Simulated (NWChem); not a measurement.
The numbers come from NWChem runs, not from measurements. System: CF, charge 0, spin multiplicity 2, at a geometry optimised with UB3LYP/def2-SVP. The structure started from a generated list of species. Its SCF solution wasn't tested for a lower state. Level: UHF/def2-QZVP.

NWChem printed:

```
             Northwest Computational Chemistry Package (NWChem) 7.3.0
             --------------------------------------------------------

                                NWChem Input Module
                                -------------------

 Scaling coordinates for geometry "geometry" by  1.889725989
 (inverse scale =  0.529177249)

 Turning off AUTOSYM since
 SYMMETRY directive was detected!

                             Geometry "geometry" -> ""
                             -------------------------

 Output coordinates in angstroms (scale by  1.889725989 to convert to a.u.)

  No.       Tag          Charge          X              Y              Z
 ---- ---------------- ---------- -------------- -------------- --------------
    1 C                    6.0000     0.00000000     0.00000000     0.76312100
    2 F                    9.0000     0.00000000     0.00000000    -0.50874700

 Effective nuclear repulsion energy (a.u.)      22.4674034145

            Nuclear Dipole moment (a.u.)
            ----------------------------
        X                 Y               Z
 ---------------- ---------------- ----------------
     0.0000000000     0.0000000000     0.0000056692

      Symmetry information
      --------------------

 Group name             C2v
 Group number             16
 Group order               4
 No. of unique centers     2

      Symmetry unique atoms

     1    2


 Summary of "ao basis" -> "" (spherical)
 ------------------------------------------------------------------------------
       Tag                 Description            Shells   Functions and Types
 ---------------- ------------------------------  ------  ---------------------
 *                         def2-qzvp                  on all atoms

 Summary of "ao basis" -> "ao basis" (spherical)
 ------------------------------------------------------------------------------
       Tag                 Description            Shells   Functions and Types
 ---------------- ------------------------------  ------  ---------------------
 C                         def2-qzvp                17       57   7s4p3d2f1g
 F                         def2-qzvp                17       57   7s4p3d2f1g

                                 NWChem SCF Module
                                 -----------------

  ao basis        = "ao basis"
  functions       =   114
  atoms           =     2
  alpha electrons =     8
  beta  electrons =     7
  charge          =   0.00
  wavefunction    = UHF
  use symmetry    = T
  symmetry adapt  = T

 Summary of "ao basis" -> "ao basis" (spherical)
 ------------------------------------------------------------------------------
       Tag                 Description            Shells   Functions and Types
 ---------------- ------------------------------  ------  ---------------------
 C                         def2-qzvp                17       57   7s4p3d2f1g
 F                         def2-qzvp                17       57   7s4p3d2f1g

      Symmetry analysis of basis
      --------------------------

        a1         48
        a2         14
        b1         26
        b2         26

 Forming initial guess at       0.2s

   Symmetry analysis of molecular orbitals - initial alpha
   -------------------------------------------------------

  Numbering of irreducible representations:

     1 a1          2 a2          3 b1          4 b2

  Orbital symmetries:

     1 a1          2 a1          3 a1          4 a1          5 b2
     6 b1          7 a1          8 b2          9 b1         10 a1
    11 b2         12 b1         13 a1         14 a1         15 a1
    16 b1         17 b2         18 a2

   Symmetry analysis of molecular orbitals - initial beta
   ------------------------------------------------------

  Numbering of irreducible representations:

     1 a1          2 a2          3 b1          4 b2

  Orbital symmetries:

     1 a1          2 a1          3 a1          4 a1          5 b1
     6 b2          7 a1          8 b1          9 b2         10 a1
    11 b1         12 a1         13 b2         14 a1         15 a1
    16 b1         17 b2         18 a2

 Starting SCF solution at       0.2s

 ----------------------------------------------
[...]
    70     -0.176653  2 F  pz                73     -0.169844  2 F  pz

 Vector    8  Occ=1.000000D+00  E=-3.995608D-01  Symmetry=b2
              MO Center= -4.8D-16, -6.2D-15,  6.5D-01, r^2= 1.1D+00
   Bfn.  Coefficient  Atom+Function         Bfn.  Coefficient  Atom+Function
  ----- ------------  ---------------      ----- ------------  ---------------
    15      0.380461  1 C  py                12      0.375353  1 C  py
     9      0.340603  1 C  py                66     -0.167309  2 F  py
    72     -0.165244  2 F  py                69     -0.159166  2 F  py

 Vector    9  Occ=0.000000D+00  E= 5.956333D-02  Symmetry=b1
              MO Center= -8.7D-15,  8.3D-17,  8.2D-01, r^2= 2.5D+00
   Bfn.  Coefficient  Atom+Function         Bfn.  Coefficient  Atom+Function
  ----- ------------  ---------------      ----- ------------  ---------------
    17      0.681957  1 C  px                11      0.280676  1 C  px
    74     -0.261970  2 F  px                 8      0.215182  1 C  px
    14      0.206398  1 C  px

 Vector   10  Occ=0.000000D+00  E= 1.787412D-01  Symmetry=a1
              MO Center=  2.0D-14, -9.3D-15,  8.2D-01, r^2= 6.0D+00
   Bfn.  Coefficient  Atom+Function         Bfn.  Coefficient  Atom+Function
  ----- ------------  ---------------      ----- ------------  ---------------
    19      1.452633  1 C  pz                64      0.805901  2 F  s
     7     -0.529670  1 C  s                 16     -0.364281  1 C  pz
    13      0.223913  1 C  pz                62      0.154249  2 F  s

 Vector   11  Occ=0.000000D+00  E= 2.035633D-01  Symmetry=b2
              MO Center= -6.1D-16, -1.6D-13,  8.7D-01, r^2= 6.3D+00
   Bfn.  Coefficient  Atom+Function         Bfn.  Coefficient  Atom+Function
  ----- ------------  ---------------      ----- ------------  ---------------
    18      1.548645  1 C  py                15     -0.882214  1 C  py
     9     -0.163354  1 C  py

                     UHF Final Beta Molecular Orbital Analysis
                     -----------------------------------------

 Vector    5  Occ=1.000000D+00  E=-7.464685D-01  Symmetry=b1
              MO Center=  8.1D-15,  1.4D-16, -4.1D-01, r^2= 5.4D-01
   Bfn.  Coefficient  Atom+Function         Bfn.  Coefficient  Atom+Function
  ----- ------------  ---------------      ----- ------------  ---------------
    65      0.358062  2 F  px                68      0.343223  2 F  px
    71      0.322039  2 F  px

 Vector    6  Occ=1.000000D+00  E=-7.326420D-01  Symmetry=b2
              MO Center= -1.9D-16, -9.4D-15, -4.3D-01, r^2= 5.2D-01
   Bfn.  Coefficient  Atom+Function         Bfn.  Coefficient  Atom+Function
  ----- ------------  ---------------      ----- ------------  ---------------
    66      0.361908  2 F  py                69      0.346075  2 F  py
    72      0.327213  2 F  py

 Vector    7  Occ=1.000000D+00  E=-5.265259D-01  Symmetry=a1
              MO Center= -1.2D-14,  7.5D-15,  1.0D+00, r^2= 1.0D+00
   Bfn.  Coefficient  Atom+Function         Bfn.  Coefficient  Atom+Function
  ----- ------------  ---------------      ----- ------------  ---------------
     6      0.484019  1 C  s                  7      0.368545  1 C  s
     5      0.211978  1 C  s                 10      0.184580  1 C  pz
    13      0.171435  1 C  pz

 Vector    8  Occ=0.000000D+00  E= 7.476657D-02  Symmetry=b1
              MO Center=  4.5D-15, -8.7D-16,  8.5D-01, r^2= 2.9D+00
   Bfn.  Coefficient  Atom+Function         Bfn.  Coefficient  Atom+Function
  ----- ------------  ---------------      ----- ------------  ---------------
    17      0.772679  1 C  px                74     -0.267229  2 F  px
    11      0.263770  1 C  px                 8      0.195363  1 C  px

 Vector    9  Occ=0.000000D+00  E= 1.133739D-01  Symmetry=b2
              MO Center= -5.9D-17, -4.8D-14,  9.0D-01, r^2= 3.7D+00
   Bfn.  Coefficient  Atom+Function         Bfn.  Coefficient  Atom+Function
  ----- ------------  ---------------      ----- ------------  ---------------
    18      0.974127  1 C  py                75     -0.273804  2 F  py
    12      0.241208  1 C  py                 9      0.154255  1 C  py

 Vector   10  Occ=0.000000D+00  E= 1.830861D-01  Symmetry=a1
              MO Center=  1.7D-16, -8.1D-15,  7.1D-01, r^2= 6.1D+00
   Bfn.  Coefficient  Atom+Function         Bfn.  Coefficient  Atom+Function
  ----- ------------  ---------------      ----- ------------  ---------------
    19      1.460574  1 C  pz                64      0.926567  2 F  s
     7     -0.664554  1 C  s                 16     -0.318666  1 C  pz
    13      0.219028  1 C  pz                62      0.158048  2 F  s

 center of mass
 --------------
 x =   0.00000000 y =   0.00000000 z =  -0.03096427

 moments of inertia (a.u.)
 ------------------
          42.485501411801           0.000000000000           0.000000000000
           0.000000000000          42.485501411801           0.000000000000
           0.000000000000           0.000000000000           0.000000000000

  Mulliken analysis of the total density
  --------------------------------------

    Atom       Charge   Shell Charges
 -----------   ------   -------------------------------------------------------
    1 C    6     5.88   1.04  0.00  0.70  0.23  0.45  1.01  0.48  0.54  0.76  0.48  0.09  0.01  0.05  0.04  0.00  0.02  0.00
    2 F    9     9.12   1.16  0.01  0.63  0.17  0.53  1.04  0.33  1.52  1.87  1.54  0.29  0.00  0.01  0.02  0.00  0.00  0.00

  Mulliken analysis of the alpha density
  --------------------------------------

    Atom       Charge   Shell Charges
 -----------   ------   -------------------------------------------------------
    1 C    6     3.43   0.52  0.00  0.35  0.11  0.24  0.52  0.21  0.40  0.56  0.39  0.07  0.00  0.03  0.02  0.00  0.01  0.00
    2 F    9     4.57   0.58  0.01  0.32  0.08  0.27  0.52  0.16  0.78  0.95  0.76  0.13  0.00  0.00  0.01  0.00  0.00  0.00

   Mulliken analysis of the beta density
   -------------------------------------

    Atom       Charge   Shell Charges
 -----------   ------   -------------------------------------------------------
    1 C    6     2.45   0.52  0.00  0.35  0.11  0.21  0.48  0.26  0.14  0.20  0.09  0.01  0.00  0.03  0.02  0.00  0.01  0.00
    2 F    9     4.55   0.58  0.01  0.32  0.08  0.26  0.52  0.17  0.74  0.92  0.78  0.17  0.00  0.00  0.01  0.00  0.00  0.00

   Mulliken analysis of the spin density
   -------------------------------------

    Atom       Charge   Shell Charges
 -----------   ------   -------------------------------------------------------
    1 C    6     0.98   0.00  0.00 -0.00 -0.00  0.03  0.04 -0.05  0.26  0.35  0.29  0.06  0.00  0.00  0.00 -0.00 -0.00 -0.00
    2 F    9     0.02   0.00  0.00 -0.00 -0.00  0.00  0.00 -0.00  0.04  0.03 -0.02 -0.04  0.00  0.00  0.00  0.00  0.00  0.00

       Multipole analysis of the density wrt the origin
       ------------------------------------------------

     L   x y z        total         alpha         beta         nuclear
     -   - - -        -----         -----         ----         -------
     0   0 0 0     -0.000000     -8.000000     -7.000000     15.000000

     1   1 0 0     -0.000000     -0.000000      0.000000      0.000000
     1   0 1 0     -0.000000     -0.000000      0.000000      0.000000
     1   0 0 1     -0.168010     -0.731381      0.563365      0.000006

     2   2 0 0     -7.017139     -3.757512     -3.259627      0.000000
     2   1 1 0      0.000000     -0.000000      0.000000      0.000000
     2   1 0 1      0.000000      0.000000      0.000000      0.000000
     2   0 2 0     -8.297113     -5.174938     -3.122175      0.000000
     2   0 1 1     -0.000000     -0.000000     -0.000000      0.000000
     2   0 0 2     -9.228978    -16.236675    -13.788516     20.796213

 Task  times  cpu:        5.3s     wall:        5.3s

 Total times  cpu:        5.3s     wall:        5.3s
```

### Question
Write an NWChem input that would produce this output.

### Answer
This is not unique; one that fits is 
```
start mol
memory heap 200 mb stack 900 mb global 1100 mb
geometry units angstroms nocenter noautoz
  C      0.000000     0.000000     0.763121
  F      0.000000     0.000000    -0.508747
  symmetry group C2v
end
basis spherical
  * library def2-qzvp
end
scf
  uhf
  nopen 1
  maxiter 100
  thresh 1e-7
  semidirect memsize 60000000 filesize 0
  # guess.movecs holds the orbitals of an unrestricted PBE0 run
  vectors input guess.movecs output mol.movecs
end
task scf energy
```
